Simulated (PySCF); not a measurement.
# Fe: ionisation energy

Fe [Ar] 3d6 4s2 (5D) → Fe+ [Ar] 3d6 4s1 (6D), as a difference of total energies. All numbers are calculated (PySCF 2.14, the spin-free X2C one-electron Hamiltonian (Gaussian nucleus), in x2c-TZVPall). Correlated levels: valence: [Ar] frozen. The calculations carry no spin-orbit coupling.

```
           method  ionisation energy (eV)  error (eV)
              UHF                   6.438      -1.466
            B3LYP                   8.065      +0.161
              PBE                   7.861      -0.043
    MP2 (valence)                   7.345      -0.559
SCS-MP2 (valence)                   7.501      -0.403
```

Reference: 7.904 eV (measured; NIST levels, between the centres of gravity of the two terms).

Errors of the correlated levels include the incompleteness of this basis and the frozen core.

MP2 underrates the near-degeneracy of ns² with np² in the lower species.
